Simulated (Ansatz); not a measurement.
Basis-set extrapolation for `NC(O)(F)O[SiH3]` (PBE0-D4/def2-TZVP geometry, frozen core, the Gaussian-basis code of Ansatz). Multiplicity 1, RHF reference.

|  | def2-TZVPP | def2-QZVPP |
| --- | --- | --- |
| HF | -634.130574 | -634.155440 |
| MP2 correlation | -1.220640 | -1.319396 |
| CCSD(T) correlation | -1.297652 | not run |

Energies in hartree. Use E(X) = E(∞) + A·exp(−7.88·√X) for Hartree–Fock and E(X) = E(∞) + B·X^(−2.97) for correlation, with X = 3 and 4, and add CCSD(T) minus MP2 of the smaller set to the MP2 limit.

Question: What is the CCSD(T) energy at the basis-set limit?

Answer: HF limit: -634.155440 + (-0.024866) × 0.13774 = -634.15887. MP2 limit: -1.319396 + (-0.098756) × 0.74074 = -1.39255. Higher-order term: -1.297652 − (-1.220640) = -0.07701. Total: -635.62843 hartree, 125.6 kcal/mol below CCSD(T)/def2-TZVPP.
